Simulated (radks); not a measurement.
Q: The mean radii <r> (bohr) of the occupied orbitals of an atom or ion are listed with their occupations. Method: Dirac Kohn-Sham, PBE, spin-unpolarised, spherical densities, point nucleus; computed with a radial shooting solver on a logarithmic mesh with Libxc functionals.

orbital  occ.      <r>
1s1/2       2  0.02507
2s1/2       2   0.1070
2p1/2       2  0.08991
2p3/2       4  0.09601
3s1/2       2   0.2848
3p1/2       2   0.2747
3p3/2       4   0.2867
3d3/2       4   0.2577
3d5/2       6   0.2615
4s1/2       2   0.6541
4p1/2       2   0.6745
4p3/2       4   0.7014
4d3/2       4   0.7617
4d5/2       6   0.7713
5s1/2       2    1.543
5p1/2       2    1.713
5p3/2       4    1.784
6d3/2     0.4    5.952
6d5/2     0.6    5.986

Name the element and its charge. Open shells, if any, are shared by 2j + 1.

A: Z = 57, lanthanum, charge +2: La2+ in [Xe] 6d1. The 1s radius gives Z: for a bare nucleus <r> = (2 gamma + 1)/(2Z) with gamma = sqrt(1 - (Z/c)^2), 0.02473 bohr for Z = 57, and screening makes it slightly larger (0.02507 here). The occupations add up to 55, and the charge is Z minus that.
